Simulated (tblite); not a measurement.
Compound: C7H10OSSi.
Geometry (GFN2-xTB, Å), atoms numbered from 1 in this order:
```
atom  x, y, z in Å
C1     3.0709   -1.4838   -0.0214
S2     1.2737   -1.7495   -0.0727
C3     0.6268   -0.1111    0.0124
C4     1.3786    1.0483    0.1039
C5     0.7478    2.2807    0.1615
C6    -0.6314    2.3616    0.1301
C7    -1.3912    1.2063    0.0388
C8    -0.7742   -0.0309   -0.0202
O9    -1.4494   -1.1912   -0.1084
Si10  -3.0263   -1.5812   -0.1718
H11    3.3528   -1.0127    0.9157
H12    3.5119   -2.4737   -0.0824
H13    3.3858   -0.8881   -0.8730
H14    2.4552    1.0048    0.1323
H15    1.3429    3.1784    0.2321
H16   -1.1217    3.3217    0.1772
H17   -2.4695    1.2505    0.0117
H18   -3.7253   -1.1154    1.0291
H19   -2.9040   -3.0259   -0.2492
H20   -3.6585   -0.9779   -1.3486
```

Method: GFN2-xTB as coded in tblite; computed harmonic values from a numerical Hessian at the method's own geometry, unscaled. Errors from tens to a few hundred cm⁻¹ against measured bands are possible. Modes of hydrogen on silicon can be 10 to 20 % off. One conformer, not necessarily the lowest.

Harmonic wavenumbers (cm⁻¹): 42.2, 60.4, 98.4, 114.1, 152.7, 178.5, 223.3, 237.1, 263.2, 373.9, 412.9, 439.7, 509.7, 517.9, 603.7, 630.0, 660.6, 673.2, 732.1, 732.9, 753.2, 772.0, 803.8, 824.3, 857.9, 892.4, 912.8, 933.5, 933.9, 949.0, 1050.4, 1096.7, 1155.6, 1183.5, 1243.1, 1279.6, 1311.1, 1331.0, 1427.2, 1449.0, 1455.7, 1459.3, 1574.1, 1576.3, 2222.0, 2249.7, 2363.6, 3025.6, 3032.6, 3059.1, 3084.2, 3088.8, 3099.7, 3112.1.

A = 1251, B = 823.5, C = 501.0 MHz; mass 170.022 u (most abundant isotopes); point group Cs, symmetry number 1.

Q: Zero-point energy?

A: ½Σν̃ = 31610 cm⁻¹ = 378.14 kJ/mol.

Q: What is S at 298.15 K and 1 bar for an ideal gas of classical rigid rotors and harmonic oscillators?

A: Translation 172.91, rotation 128.91, vibration 146.00: S = 447.8 J/(mol K).

Q: And Cp and H(298.15 K) − H(0)?

A: Cp = 187.20 J/(mol K), of which vibrations give 153.95 (their classical limit is 54 R = 449.0); H(298.15 K) − H(0) = 32.87 kJ/mol without the zero-point energy, 22.96 from vibrations.

Q: What must be added to the electronic energy to get the Gibbs energy at 298.15 K and 1 bar?

A: ZPE + [H(298.15 K) − H(0)] − T·S = 378.14 + 32.87 − 133.52 = 277.49 kJ/mol.

Q: Blend soft modes into free rotors: weight 1/[1 + (100 cm⁻¹/ν̃)⁴] for the oscillator and the rest for a rotor with moment μB/(μ + B), μ = h/(8π²ν), B = 10⁻⁴⁴ kg m². What vibrational entropy results?

A: 134.02 J/(mol K) in place of 146.00, which changes −T·S at 298.15 K by +3.57 kJ/mol.

Q: How do the functions run with temperature in this model?

A: 
```tsv
T (K)	S (J/(mol K))	Cp (J/(mol K))	H − H(0) (kJ/mol)	G − H(0) (kJ/mol)	ln q(vib)
50	258.8	59.8	2.20	-10.74	0.67
100	308.9	86.9	5.90	-24.99	2.13
373.15	493.8	223.0	48.28	-135.97	10.63
500	566.2	272.4	79.85	-203.27	14.53
750	690.2	337.9	156.84	-360.82	21.87
1000	793.4	378.6	246.77	-546.65	28.61
```

q(vib) and H(0) count from the zero-point level.

Hindered rotation and anharmonicity are outside this model. Other conformers, if any are populated, would add a mixing term that is left out.

On Intel Xeon 6975P-C, one thread, no GPU, shared host, this took 0.96 s. This covers the Hessian and the dipole derivatives.
